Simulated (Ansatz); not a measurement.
Single points on GeNH₅⁺, that is Ge(NH2)H3 with one electron fewer.

```yaml
crystal:
  periodic: [false, false, false]
  atoms:
    - {symbol: Ge, position_ang: [0.010748, 0.020134, -0.696073]}
    - {symbol: N, position_ang: [0.129008, 0.240302, 1.134368]}
    - {symbol: H, position_ang: [0.661036, -0.496367, 1.583633]}
    - {symbol: H, position_ang: [-0.778468, 0.276939, 1.584458]}
    - {symbol: H, position_ang: [1.447487, 0.012517, -1.229141]}
    - {symbol: H, position_ang: [-0.770624, 1.224023, -1.233233]}
    - {symbol: H, position_ang: [-0.699177, -1.277546, -1.144013]}
basis:
  gaussian: {orbitals: def2-TZVP, initial_orbitals: start.molden}
total_charge: 1
magnetization: {spin_polarized: true, initial_magnetization: 1}
hamiltonian: {xc: hse06, dispersion: d4}
scf: {omitted_lower_state_checks: [starts]}
output: {orbitals: {seedname: orbitals}}
```

The file start.molden holds the orbitals of an earlier run on this structure, at another level or in another basis.

```sh
$ ansatz run in.yaml --threads 2 --pin off --events-out ev --progress --plain --max-ram 4352MiB
```

It prints (some lines left out):

```
Functional definition: HSE06
  name "HSE06"
  cite "Heyd, Scuseria & Ernzerhof, J. Chem. Phys. 118, 8207 (2003) doi:10.1063/1.1564060"
  cite "Krukau, Vydrov, Izmaylov & Scuseria, J. Chem. Phys. 125, 224106 (2006) doi:10.1063/1.2404663"
  cite "Heyd & Scuseria, J. Chem. Phys. 120, 7274 (2004) doi:10.1063/1.1668634"
  cite "Ernzerhof & Perdew, J. Chem. Phys. 109, 3313 (1998) doi:10.1063/1.476928"
  cite "Perdew, Burke & Ernzerhof, Phys. Rev. Lett. 77, 3865 (1996) doi:10.1103/PhysRevLett.77.3865"
  parent pbe
  parameter a = 0.25
  parameter omega = 0.11/bohr
  # The whole range is PBE's own exchange, as in plane waves. The composition of these papers is wPBEh.
  exchange = pbe_x - a*pbe_x_sr(omega) + a*exact_x_sr(omega)
  correlation = pbe_c
these checks for a lower state are left out or cut short: starts
776 factors; their error is unknown
64 factors; integrals over basis functions are off by at most 5.9e-7 eV
mean field evaluation 1: about -58071.3413 eV, gradient 3.8e-1 eV
mean field evaluation 2: about -58071.3416 eV, gradient 7.9e-4 eV
mean field evaluation 4: about -58071.6094 eV, gradient 7.6e-5 eV
mean field -58071.60938703 eV, -2134.0922826227 hartree, gradient 1.8e-5 eV, S^2 0.759992; 0 other end points of the search recorded, 0 dependent functions left out
reference -58071.60941955 eV, -2134.0922838179 hartree; 22, 21 occupied and 87, 88 virtual orbitals, 776 factors
Total energy: -58071.65917298 eV, -2134.0941122228 hartree
Checks for a lower state left out: starts
```

Hardware: 2 threads of Intel Xeon on a shared host. Wall time 3.7 s.

As the first input, with `gaussian: {orbitals: def2-TZVPP, initial_orbitals: start.molden}`, `correlation: {method: ccsd_t}`, `scf: {omitted_lower_state_checks: [starts, cluster_reference]}` and without the key `hamiltonian` (abridged; 85 s):

```
Functional definition: HF
mean field -58026.62255731 eV, -2132.4390471239 hartree, gradient 2.8e-6 eV, S^2 0.763560
10 core orbitals not correlated: weight in the atoms' cores, before any rotation towards them, 1.000 or more for the frozen orbitals, at most 0.000 for the correlated occupied ones
second order -11.77113608 eV of doubles, -0.00000000 eV of singles
cycle   1  -12.12116338 eV  change   -3.5e-1 eV  update   8.5e-2
cycle   2  -12.54634172 eV  change   -4.3e-1 eV  update   2.9e-2
cycle   3  -12.61738398 eV  change   -7.1e-2 eV  update   2.2e-2
cycle   4  -12.61689391 eV  change    4.9e-4 eV  update   1.3e-2
cycle   5  -12.62640743 eV  change   -9.5e-3 eV  update   9.2e-3
cycle   6  -12.63099310 eV  change   -4.6e-3 eV  update   4.5e-3
cycle   7  -12.63317835 eV  change   -2.2e-3 eV  update   1.8e-3
cycle   8  -12.63324487 eV  change   -6.7e-5 eV  update   7.0e-4
cycle   9  -12.63316250 eV  change    8.2e-5 eV  update   4.0e-4
cycle  10  -12.63304881 eV  change    1.1e-4 eV  update   2.3e-4
cycle  11  -12.63315008 eV  change   -1.0e-4 eV  update   1.3e-4
cycle  12  -12.63314198 eV  change    8.1e-6 eV  update   4.9e-5
cycle  13  -12.63315660 eV  change   -1.5e-5 eV  update   1.6e-5
perturbative correction -0.39852363 eV, -0.0146454733 hartree
Total energy: -58039.65423755 eV, -2132.9179525393 hartree
Checks for a lower state left out: starts, cluster_reference
```

Geometry: r2SCAN-D4/def2-TZVP, that of the neutral singlet.

HSE06 is defined as in plane-wave codes, on full-range PBE exchange. Correlated methods freeze 10 core orbitals; core or outer-core shells of Ge are correlated, in sets that lack core-valence functions.
